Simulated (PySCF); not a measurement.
## Vertical excitation energies

C4H10OSi.
SMILES: `C=CC[SiH2]OC`

Computed with PySCF 2.14.0, density-fitted response routines, TDDFT B3LYP/def2-SVPD, vertical, gas phase, core orbitals frozen in the response. One conformer (not necessarily the lowest) at the GFN2-xTB geometry, without solvent, vibrations or thermal averaging. Torsions of this conformer, `[CH2:1]=[CH:2][CH2:3][SiH2:4][O:5][CH3:6]`: C1–C2–C3–Si4 105°, C2–C3–Si4–O5 62°, C3–Si4–O5–C6 -179°.

| state | E (eV) | ν̃ (cm⁻¹) | f | \|μ\| (D) | main configurations (H = HOMO, L = LUMO) |
| --- | --- | --- | --- | --- | --- |
| S1 | 6.18 | 49860 | 0.148 | 2.51 | H→L (82%), H→L+1 (12%) |
| S2 | 6.58 | 53090 | 0.026 | 1.01 | H→L+2 (70%), H→L+1 (17%) |
| S3 | 6.78 | 54710 | 0.0045 | 0.42 | H-1→L (93%) |
| S4 | 6.95 | 56020 | 0.180 | 2.61 | H→L+1 (56%), H→L+2 (11%), H→L+3 (10%) |
| S5 | 7.02 | 56650 | 0.016 | 0.77 | H→L+3 (76%), H→L+2 (16%) |
| S6 | 7.35 | 59240 | 0.040 | 1.19 | H→L+5 (84%), H→L+4 (13%) |
| S7 | 7.45 | 60120 | 0.015 | 0.73 | H→L+4 (44%), H-2→L (24%), H→L+6 (19%) |
| S8 | 7.51 | 60590 | 0.029 | 1.00 | H-2→L (54%), H-1→L+1 (14%), H→L+6 (9%) |

Triplets (Tamm–Dancoff): T1 4.37 eV, H→L (69%), H→L+1 (21%); T2 6.27 eV, H→L+1 (65%), H→L (24%); T3 6.50 eV, H→L+2 (73%), H→L+3 (19%).

The lowest singlet lies at 6.18 eV (201 nm, ultraviolet) and is of moderate strength; its leading configuration is HOMO→LUMO (82%). The most intense listed level is S4 at 6.95 eV (179 nm, f = 0.180), 0.76 eV above S1. Löwdin shares by element: HOMO carbon 77% or more, silicon 7% (atoms not listed hold the other 16%); LUMO carbon 44% or more, silicon 16% (atoms not listed hold the other 40%). The oscillator strengths of these states sum to 0.457; summed over the whole spectrum of an exact calculation they would give the number of electrons, 56 (Thomas–Reiche–Kuhn). Of the 8 states listed, 7 reach f = 0.01 and none stays under 0.0005. The listed states span 1.33 eV, and the widest gap between neighbours is 0.40 eV (S1 to S2). Only the lowest 8 singlets were computed, as vertical energies without vibronic structure.
